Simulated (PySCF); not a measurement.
**Exercise with solution: oscillator strength and radiative lifetime**

Bi(Cl)(Me)2 (C2H6BiCl), SMILES [CH3][Bi]([CH3])[Cl].

Coordinates come from a B3LYP-D3(BJ)/def2-SVP optimisation. The structure was generated by enumeration; whether it is a known compound was not checked. The def2 effective core potentials stand for the cores of Bi; spin–orbit coupling is left out.

TDA-LC-ωPBE/def2-SVPD (PySCF) puts the first singlet state with f over 0.02 at 4.66 eV (vertical), with the transition dipole (-0.565, -0.233, 0.000) in atomic units.

Q: Find the oscillator strength, the wavelength and the radiative lifetime that this transition would have in vacuum if emission retraced absorption.

A: 
|μ|² = 0.3735 au, so |μ| = 1.55 D. ΔE = 4.66/27.211 = 0.1713 hartree. f = (2/3) ΔE |μ|² = 0.043 (the program prints 0.043).
λ = 1239.84/4.66 = 266 nm; ν = 37585 cm⁻¹.
Einstein's coefficient A = 0.6670 ν² f s⁻¹ (ν in cm⁻¹) = 4.0e7 s⁻¹, so τ = 1/A = 25 ns. This state is S1. The figure is the radiative limit of this one transition; relaxation, internal conversion, crossing to triplets and a medium change what is measured.
